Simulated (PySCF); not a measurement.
Spin-rotation constants: `InChI=1S/C2H9BO2Si/c4-3(5)1-2-6/h4-5H,1-2H2,6H3`

Geometry (Å), atoms numbered from 1 in this order:
```xyz
15

O    -2.7636    1.0963    0.8751
B    -1.8291    0.1390    0.6208
O    -2.2253   -1.1443    0.8263
C    -0.3627    0.5064    0.1183
C     0.5761   -0.6831   -0.1116
Si    2.3122   -0.1958   -0.6689
H    -2.4363    1.9845    0.7137
H    -1.5238   -1.7705    0.6271
H    -0.4558    1.1011   -0.8100
H     0.0833    1.2047    0.8516
H     0.1623   -1.3678   -0.8744
H     0.6850   -1.2801    0.8124
H     2.2447    0.5582   -1.9596
H     2.9467    0.6878    0.3588
H     3.1736   -1.4032   -0.8623
```

Computed with GIAO wB97X-D/pcSseg-1 magnetisability, rotational g tensor and spin-rotation constants, non-relativistic, gas phase (PySCF). Geometry: PBE0-D3(BJ)/def2-SVP.

Question: Give the nuclear spin-rotation constants along the inertial axes (H = +C I·J) beside the isotropic shieldings.

Answer: Rotational constants 7.3839, 1.0773, 0.9619 GHz. A star marks the isotopologue with that one atom substituted, in its own axes.
| atom | isotope | Caa (kHz) | Cbb (kHz) | Ccc (kHz) | mean (kHz) | σ (ppm) |
| --- | --- | --- | --- | --- | --- | --- |
| B2 | 11B | 2.107 | 0.326 | 0.183 | 0.872 | 70.0 |
| H7 | 1H | -0.833 | 0.047 | -0.127 | -0.304 | 28.2 |
| H8 | 1H | -0.113 | -0.046 | -0.118 | -0.092 | 27.1 |
| H9 | 1H | -0.759 | -0.076 | -0.036 | -0.290 | 30.9 |
| H10 | 1H | -0.756 | -0.074 | -0.038 | -0.289 | 30.9 |
| H11 | 1H | -0.755 | -0.079 | -0.038 | -0.291 | 31.1 |
| H12 | 1H | -0.752 | -0.078 | -0.040 | -0.290 | 31.1 |
| H13 | 1H | -0.638 | -0.053 | -0.007 | -0.233 | 27.6 |
| H14 | 1H | -0.644 | -0.053 | -0.006 | -0.235 | 27.6 |
| H15 | 1H | -0.267 | -0.016 | -0.085 | -0.123 | 27.4 |
| O1 | 17O* | -0.960 | -0.254 | -0.085 | -0.433 | 210.5 |
| C4 | 13C* | 0.930 | 0.155 | 0.132 | 0.406 | 173.2 |
| C5 | 13C* | 1.000 | 0.126 | 0.107 | 0.411 | 182.3 |
| Si6 | 29Si* | -3.735 | -0.620 | -0.560 | -1.638 | 411.8 |

For the geometry as given, no vibrational averaging.

Question: How do the rotational constants and the g tensor change when H7, H8, H9, H10, H11, H12, H13, H14, H15 are replaced by deuterium?

Answer: Constants 5.6159, 0.9824, 0.8712 GHz; g -0.0147, -0.0124, -0.0069, against -0.0192, -0.0135, -0.0075 before.
